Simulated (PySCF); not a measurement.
cyclotrisilazane (H9N3Si3), singlet, geometry from GFN2-xTB; DF-TPSS/def2-SVP (PySCF).

PySCF was given this input:
```python
from pyscf import gto, scf, dft

mol = gto.M(
    atom='''
Si    1.68054828   -0.42496743   -0.52596035
N     0.50290150   -1.52832577    0.08377091
Si   -1.17562112   -1.31026230    0.41701362
N    -1.46043566    0.38486470    0.56260467
Si   -0.54839632    1.72369318   -0.03026477
N     1.06095760    1.17105307   -0.31418280
H     1.94000099   -0.68910961   -1.95384163
H     2.91193934   -0.56300900    0.26448031
H     0.81666462   -2.48200359    0.13740011
H    -1.99276343   -1.88246088   -0.66962470
H    -1.49030681   -1.94902435    1.70231783
H    -2.36797339    0.62547217    0.92202770
H    -0.51609892    2.76332656    1.00760337
H    -1.13988836    2.24298984   -1.27781588
H     1.72303017    1.90218647   -0.50893551
''',
    basis='def2-svp',
    verbose=4,
)

mf = dft.RKS(mol)
mf.xc = 'tpss'
mf = mf.density_fit(auxbasis='def2-universal-jkfit')
mf.kernel()
mf.analyze()
```

What the program printed (banner, timings and long lists left out):

```
PySCF version 2.14.0

[INPUT] verbose = 4
[INPUT] num. atoms = 15
[INPUT] num. electrons = 72
[INPUT] charge = 0
[INPUT] spin (= nelec alpha-beta = 2S) = 0
[INPUT] symmetry False subgroup None
[INPUT] Mole.unit = angstrom
[INPUT] Symbol           X                Y                Z      unit          X                Y                Z       unit  Magmom
[INPUT]  1 Si     1.680548280000  -0.424967430000  -0.525960350000 AA    3.175775988309  -0.803072054560  -0.993921013880 Bohr   0.0
[INPUT]  2 N      0.502901500000  -1.528325770000   0.083770910000 AA    0.950346102633  -2.888117134415   0.158304077106 Bohr   0.0
[INPUT]  3 Si    -1.175621120000  -1.310262300000   0.417013620000 AA   -2.221601943054  -2.476036898343   0.788041532013 Bohr   0.0
[INPUT]  4 N     -1.460435660000   0.384864700000   0.562604670000 AA   -2.759823419948   0.727288878013   1.063168742701 Bohr   0.0
[INPUT]  5 Si    -0.548396320000   1.723693180000  -0.030264770000 AA   -1.036318852519   3.257308032981  -0.057192126523 Bohr   0.0
[INPUT]  6 N      1.060957600000   1.171053070000  -0.314182800000 AA    2.004919293776   2.212969579631  -0.593719445049 Bohr   0.0
[INPUT]  7 H      1.940000990000  -0.689109610000  -1.953841630000 AA    3.666070552485  -1.302228432706  -3.692225571474 Bohr   0.0
[INPUT]  8 H      2.911939340000  -0.563009000000   0.264480310000 AA    5.502767843947  -1.063932815665   0.499795351240 Bohr   0.0
[INPUT]  9 H      0.816664620000  -2.482003590000   0.137400110000 AA    1.543272467422  -4.690307025287   0.259648577385 Bohr   0.0
[INPUT] 10 H     -1.992763430000  -1.882460880000  -0.669624700000 AA   -3.765777113749  -3.557335503408  -1.265407289244 Bohr   0.0
[INPUT] 11 H     -1.490306810000  -1.949024350000   1.702317830000 AA   -2.816271712474  -3.683122231608   3.216914475664 Bohr   0.0
[INPUT] 12 H     -2.367973390000   0.625472170000   0.922027700000 AA   -4.474821177358   1.181971099837   1.742379832263 Bohr   0.0
[INPUT] 13 H     -0.516098920000   2.763326560000   1.007603370000 AA   -0.975285611984   5.221930391137   1.904094411489 Bohr   0.0
[INPUT] 14 H     -1.139888360000   2.242989840000  -1.277815880000 AA   -2.154076812980   4.238636497782  -2.414722050820 Bohr   0.0
[INPUT] 15 H      1.723030170000   1.902186470000  -0.508935510000 AA    3.256055125663   3.594611466153  -0.961748728966 Bohr   0.0

nuclear repulsion = 473.51999443249
number of shells = 69
number of NR pGTOs = 243
number of NR cGTOs = 141
basis = def2-svp
ecp = {}

******** <class 'pyscf.df.df_jk.DFRKS'> ********
method = DFRKS
initial guess = minao
damping factor = 0
level_shift factor = 0
DIIS = <class 'pyscf.scf.diis.CDIIS'>
diis_start_cycle = 1
diis_space = 8
diis_damp = 0
SCF conv_tol = 1e-09
SCF conv_tol_grad = None
SCF max_cycles = 50
direct_scf = False
XC library pyscf.dft.libxc version 7.1.2
    S. Lehtola, C. Steigemann, M. J. T. Oliveira, and M. A. L. Marques,  SoftwareX 7, 1–5 (2018)
XC functionals = tpss
    J. Tao, J. P. Perdew, V. N. Staroverov, and G. E. Scuseria,  Phys. Rev. Lett. 91, 146401 (2003)
    J. P. Perdew, J. Tao, V. N. Staroverov, and G. E. Scuseria,  J. Chem. Phys. 120, 6898 (2004)
    J. Tao, J. P. Perdew, V. N. Staroverov, and G. E. Scuseria,  Phys. Rev. Lett. 91, 146401 (2003)
    J. P. Perdew, J. Tao, V. N. Staroverov, and G. E. Scuseria,  J. Chem. Phys. 120, 6898 (2004)
radial grids:
    Treutler-Ahlrichs [JCP 102, 346 (1995); DOI:10.1063/1.469408] (M4) radial grids

becke partition: Becke, JCP 88, 2547 (1988); DOI:10.1063/1.454033
pruning grids: <function nwchem_prune>
grids dens level: 3
symmetrized grids: False
atomic radii adjust function: <function treutler_atomic_radii_adjust>
small_rho_cutoff = 0
Set gradient conv threshold to 3.16228e-05
Initial guess from minao.
tot grids = 187520
init E= -1038.37419687772
  HOMO = -0.301691121870607  LUMO = -0.0387765374108849  gap/eV = 7.15427
cycle= 1 E= -1037.83041476371  delta_E= 0.544  |g|= 0.869  |ddm|=  3.9
  HOMO = -0.0980044598583626  LUMO = 0.0421391936616041  gap/eV = 3.81350
cycle= 2 E= -1037.46985948281  delta_E= 0.361  |g|= 1.49  |ddm|= 2.31
  HOMO = -0.215718684476568  LUMO = 0.008718760185332  gap/eV = 6.10725
cycle= 3 E= -1037.98879697209  delta_E= -0.519  |g|= 0.0934  |ddm|= 1.71
  HOMO = -0.211214871556571  LUMO = 0.0136276924348115  gap/eV = 6.11828
cycle= 4 E= -1037.99151794145  delta_E= -0.00272  |g|= 0.0197  |ddm|= 0.186
  HOMO = -0.213227078077121  LUMO = 0.0117866047294745  gap/eV = 6.12293
cycle= 5 E= -1037.99164087274  delta_E= -0.000123  |g|= 0.00557  |ddm|= 0.0368
  HOMO = -0.212881683394417  LUMO = 0.0119867726887828  gap/eV = 6.11898
cycle= 6 E= -1037.99164946977  delta_E= -8.6e-06  |g|= 0.00113  |ddm|= 0.00718
  HOMO = -0.212837238376427  LUMO = 0.0120588497011697  gap/eV = 6.11973
cycle= 7 E= -1037.99164966991  delta_E= -2e-07  |g|= 0.00074  |ddm|= 0.00179
  HOMO = -0.21284159203343  LUMO = 0.0120569946006579  gap/eV = 6.11980
cycle= 8 E= -1037.99164979165  delta_E= -1.22e-07  |g|= 9.1e-05  |ddm|= 0.000739
  HOMO = -0.212847272646727  LUMO = 0.0120513076118958  gap/eV = 6.11980
cycle= 9 E= -1037.99164979399  delta_E= -2.34e-09  |g|= 1.62e-05  |ddm|= 0.000149
  HOMO = -0.21284884553098  LUMO = 0.0120501417926207  gap/eV = 6.11981
cycle= 10 E= -1037.99164979407  delta_E= -7.82e-11  |g|= 2.67e-06  |ddm|= 3.35e-05
  HOMO = -0.212848865595832  LUMO = 0.0120502058325752  gap/eV = 6.11982
Extra cycle  E= -1037.99164979407  delta_E= -3.18e-12  |g|= 2.18e-06  |ddm|= 8.92e-06
converged SCF energy = -1037.99164979407
**** SCF Summaries ****
Total Energy =                       -1037.991649794071009
Nuclear Repulsion Energy =             473.519994432489568
One-electron Energy =                -2375.785552100050609
Two-electron Energy =                  864.273907873490089
Two-electron Coulomb Energy =          951.517942728532603
DFT Exchange-Correlation Energy =      -87.244034855042514
HOMO-LUMO gap [eV] =                     6.119815448177941
**** MO energy ****
MO #1   energy= -65.6871978384025  occ= 2
MO #2   energy= -65.6871626099534  occ= 2
MO #3   energy= -65.6871457529137  occ= 2
MO #4   energy= -14.0822175237598  occ= 2
MO #5   energy= -14.0822135395102  occ= 2
MO #6   energy= -14.0821671967405  occ= 2
MO #7   energy= -5.12661616035127  occ= 2
MO #8   energy= -5.12661205696954  occ= 2
MO #9   energy= -5.1266106258703   occ= 2
MO #10  energy= -3.50689751991888  occ= 2
MO #11  energy= -3.50687048264562  occ= 2
MO #12  energy= -3.50686263704419  occ= 2
MO #13  energy= -3.50554529909434  occ= 2
MO #14  energy= -3.50548294412012  occ= 2
MO #15  energy= -3.50547581827099  occ= 2
MO #16  energy= -3.50346221360144  occ= 2
MO #17  energy= -3.50346037250615  occ= 2
MO #18  energy= -3.50343929347829  occ= 2
MO #19  energy= -0.795640746528715 occ= 2
MO #20  energy= -0.761840711695995 occ= 2
MO #21  energy= -0.761830582330133 occ= 2
MO #22  energy= -0.501644580594936 occ= 2
MO #23  energy= -0.501538350001717 occ= 2
MO #24  energy= -0.487674407954431 occ= 2
MO #25  energy= -0.398867769483111 occ= 2
MO #26  energy= -0.391543954533107 occ= 2
MO #27  energy= -0.391284831528659 occ= 2
MO #28  energy= -0.36878286334712  occ= 2
MO #29  energy= -0.350762008860559 occ= 2
MO #30  energy= -0.323687044703029 occ= 2
MO #31  energy= -0.323186986295892 occ= 2
MO #32  energy= -0.308689737091801 occ= 2
MO #33  energy= -0.308194030906349 occ= 2
MO #34  energy= -0.218187795081347 occ= 2
MO #35  energy= -0.218075163624794 occ= 2
MO #36  energy= -0.212848865595832 occ= 2
MO #37  energy= 0.0120502058325752 occ= 0
MO #38  energy= 0.012256643219993  occ= 0
MO #39  energy= 0.0196057309816462 occ= 0
MO #40  energy= 0.0655026460129213 occ= 0
MO #41  energy= 0.0657578878400742 occ= 0
MO #42  energy= 0.0751649789547515 occ= 0
MO #43  energy= 0.0786559883492304 occ= 0
MO #44  energy= 0.0993099147249955 occ= 0
 ** Mulliken pop on meta-lowdin orthogonal AOs  **
 ** Mulliken pop  **
 ** Mulliken atomic charges  **
charge of    0Si =      0.87908
charge of    1N =     -0.78515
charge of    2Si =      0.87820
charge of    3N =     -0.78472
charge of    4Si =      0.87819
charge of    5N =     -0.78515
charge of    6H =     -0.16642
charge of    7H =     -0.15108
charge of    8H =      0.22341
charge of    9H =     -0.16689
charge of   10H =     -0.14978
charge of   11H =      0.22356
charge of   12H =     -0.14978
charge of   13H =     -0.16688
charge of   14H =      0.22341
Dipole moment(X, Y, Z, Debye):  0.03405,  0.01335,  0.13788
```
